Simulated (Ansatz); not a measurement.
Geometry optimisation, RKS BLYP/def2-SVP (Ansatz 0.2.0).

The input (input.yaml):

```yaml
crystal:
  periodic: [false, false, false]
  atoms:
    - { symbol: Ga, position_ang: [-1.632355, -0.143508, -0.369738] }
    - { symbol: Cl, position_ang: [0.042253, -3.013307, 0.8511] }
    - { symbol: H, position_ang: [-1.540193, -0.468678, -1.902923] }
    - { symbol: H, position_ang: [-2.829014, -0.272607, 0.639223] }
    - { symbol: H, position_ang: [0.284979, -1.711869, 0.89588] }
    - { symbol: "N", position_ang: [-0.018182, 0.525657, 0.395547] }
    - { symbol: C, position_ang: [1.186935, 0.965962, -0.311693] }
    - { symbol: H, position_ang: [-0.06416, 0.871117, 1.361388] }
    - { symbol: H, position_ang: [2.121303, 0.641527, 0.200417] }
    - { symbol: H, position_ang: [1.246361, 2.07433, -0.426844] }
    - { symbol: H, position_ang: [1.202172, 0.531375, -1.332356] }
basis:
  gaussian: { orbitals: def2-SVP }
hamiltonian:
  xc: blyp
relax:
  f_tol: 0.03
  max_steps: 50
output:
  orbitals: {}
```

Command:

```bash
$ ansatz run input.yaml --threads 2 --pin off --max-ram 3072MiB --backend cpu --events-out ev --progress --plain --runs-dir out
```

**Question.** Where does it end, and by what steps?

**Answer.** The run converged. After 16 steps the energy has fallen by 1.661 eV; Cl2 moved furthest, 1.14 Å. Parted: Cl2–H5 (1.32 → 2.74 Å). Joined: Ga1–Cl2 (3.54 → 2.26 Å), H5–N6 (2.31 → 1.03 Å).

```tsv
step	energy less start (eV)	largest force component (eV/Å)	accepted
0	0.0000	0.583	yes
1	-0.0598	0.335	yes
2	-0.0851	0.596	yes
3	-0.1047	0.593	yes
4	-0.1442	0.733	yes
5	-0.2498	0.855	yes
6	-0.7203	1.059	yes
7	-1.0767	1.240	yes
8	-1.3564	0.689	yes
9	-1.4715	1.123	yes
10	-1.5984	0.410	yes
11	-1.6271	0.166	yes
12	-1.6464	0.127	yes
13	-1.6346	0.373	no
14	-1.6570	0.196	yes
15	-1.6607	0.040	yes
16	-1.6611	0.011	yes
```

```xyz
11
Properties=species:S:1:pos:R:3
Ga -1.539 -0.730 -0.260
Cl -0.939 -2.832 0.298
H -1.346 -0.413 -1.799
H -2.662 -0.136 0.684
H 0.727 -0.750 0.945
N 0.279 0.115 0.601
C 1.193 0.874 -0.293
H 0.037 0.667 1.438
H 2.136 1.167 0.214
H 0.681 1.787 -0.652
H 1.434 0.251 -1.175
```

Whether the end is a true minimum wasn't checked by a vibrational analysis.

The run took 24 s on 2 threads of Intel(R) Xeon(R) 6985P-C CPU @ 2.30GHz (Granite Rapids) (shared host), peak memory 0.18 GiB.
